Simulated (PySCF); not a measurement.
Levels of Te³⁹⁺ from EOM-EA-GCCSD

Reference: closed-shell Te⁴⁰⁺, [Ne] 3s2; one electron is added. Calculated with PySCF 2.14, two-component X2C-1e with screened spin-orbit coupling, an uncontracted even-tempered set (18 s from 2.9 bohr⁻², ratio 2.6; 14 p from 3.8 bohr⁻², ratio 2.6; 6 d from 3.9 bohr⁻², ratio 2.8; 4 f from 55 bohr⁻², ratio 2.8); frozen 1s2; the 54 highest virtual spinors dropped; of the others 56 kept and the rest restored at second order. No Breit or QED terms. Binding energies in eV.

```tsv
level	Koopmans	second order	EOM-CCSD
3p1/2	2788.8	2790.7	2790.3
3p3/2	2717.7	2720.0	2720.0
3d3/2	2574.2	near a pole	2570.6
```

Electric-dipole lines between these computed levels:

| lower | upper | ΔE (eV) | vacuum wavelength (nm) |
| --- | --- | --- | --- |
| 3p1/2 | 3d3/2 | 219.73 | 5.643 |
| 3p3/2 | 3d3/2 | 149.41 | 8.298 |

In EOM-CCSD the overlap with the one-orbital guess is low for 3d3/2 (weight 0.81). That can mean mixing with two-particle, one-hole states, where second order and EOM-CCSD lose accuracy, or only a rotation among the degenerate components of the shell; the terms of those configurations are not listed.

For comparison, the ionisation energy of Te³⁹⁺ is 2788 ± 4 eV (theoretical estimate listed by NIST; NIST Atomic Spectra Database, ionization energies).

Only part of the computed levels is shown.
